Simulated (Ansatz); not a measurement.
Reaction (redistribution): `Cl[SiH2][O][GeH3]` + `C=C([SeH])[SiH2]F` → `C=[C]([GeH3])[SeH]` + `F[SiH2]O[SiH2]Cl`

Gas-phase electronic energies from Ansatz, PBE0-D4/def2-TZVP geometries. CCSD(T)/CBS is the MP2 limit (def2-TZVPP, def2-QZVPP) plus CCSD(T) − MP2 in def2-TZVPP, frozen cores. Functionals use def2-TZVPP. For Ge, Se outer-core shells are correlated without core-valence functions, which leaves a few kJ/mol of doubt a bond. Scalar relativity is left out up to krypton. Each species was taken in one conformer, which may not be the lowest.

`Cl[SiH2][O][GeH3]`:

Z-matrix (Å, degrees):
```
Si
O 1 1.616
Cl 1 2.062 2 110.4
H 1 1.477 2 109.0 3 118.2
H 1 1.481 2 111.6 3 -117.7
Ge 2 1.786 1 134.9 3 41.8
H 6 1.533 2 107.8 1 -77.7
H 6 1.532 2 104.8 1 162.7
H 6 1.536 2 108.2 1 43.2
```

`C=C([SeH])[SiH2]F`:

Cartesian coordinates in Å:
```
C 1.381 0.917 -0.305
C 0.274 0.193 -0.440
Se -0.441 -0.191 -2.171
Si -0.787 -0.361 0.972
F -0.017 -0.082 2.347
H 1.971 1.256 -1.152
H 1.734 1.197 0.683
H -1.007 -1.495 -1.792
H -1.042 -1.819 0.863
H -2.067 0.385 0.995
```

`C=[C]([GeH3])[SeH]`:

Z-matrix (Å, degrees):
```
Ge
C 1 1.945
H 1 1.536 2 109.8
H 1 1.537 2 108.6 3 -121.0
H 1 1.538 2 108.9 3 118.9
Se 2 1.907 1 117.9 3 -62.6
C 2 1.330 1 122.2 3 113.1
H 6 1.469 2 95.6 1 -26.3
H 7 1.087 2 122.8 1 -179.5
H 7 1.085 2 120.7 1 0.4
```

`F[SiH2]O[SiH2]Cl`:

```xyz
9

F     2.375    0.424   -0.248
Si    1.140   -0.151   -1.073
O    -0.242    0.334   -0.369
Si   -1.221    0.298    0.928
Cl   -0.999   -1.481    1.921
H     1.237   -1.625   -1.055
H     1.189    0.428   -2.429
H    -0.861    1.383    1.862
H    -2.619    0.391    0.463
```

| level | ΔE (kJ/mol) |
| --- | --- |
| PBE-D4 | -60.5 |
| r2SCAN-D4 | -65.5 |
| PBE0-D4 | -64.3 |
| PBE | -61.0 |
| SCS-MP2/def2-TZVPP | -69.6 |
| CCSD/def2-TZVPP | -70.7 |
| HF/def2-QZVPP | -69.6 |
| CCSD/CBS(def2) | -72.8 |

Question: What does CCSD(T)/CBS give? (Best estimate.)

Answer: The calculation gave: -71.7 kJ/mol. The listed levels differ from it by 11.2, 6.2, 7.4, 10.7, 2.1, 1.0, 2.1, -1.1 kJ/mol.

Largest T1 diagnostic among the species: 0.011.

From PBE to PBE0 (25 % exact exchange), in def2-TZVPP and without D4, ΔE moves by −3.7 kJ/mol.
